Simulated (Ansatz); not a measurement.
Molecule: C$_{2}$H$_{3}$Cl$_{2}$, charge 0, multiplicity 2. It need not be the lowest isomer of its formula. 
Geometry from a B3LYP-D3(BJ)/def2-TZVP (Ansatz, a first-principles code) optimisation:
```
C
H 1 1.0853
H 1 1.0862 2 111.05
C 1 1.4532 2 113.14 3 -126.40
H 4 1.0794 1 122.52 2 162.37
Cl 4 1.7043 5 115.31 1 -164.09
Cl 1 1.8644 2 104.59 3 112.06
```
Charge 0, spin multiplicity 2.

Parts of the frozen-core correlation energy in cc-pV(T+d)Z (Ansatz, hartree). Frozen orbitals: 12; correlated occupied orbitals by spin: 13 and 12; virtual: 155 and 156. Open shells are spin-unrestricted. Spin-orbit coupling is left out. Non-relativistic.

| term | value |
|---|---|
| reference (HF) | -996.50633 |
| MP2 opposite-spin | ? |
| MP2 same-spin | ? |
| CCSD correlation | -0.74173 |
| (T) | ? |
| T1 diagnostic | 0.015 |
| largest doubles amplitude | 0.024 |
| <S^2> of the reference | 0.774 |

### Question
Complete the blanks.

### Answer

- MP2 opposite-spin, value: -0.52056
- MP2 same-spin, value: -0.16921
- (T), value: -0.03251
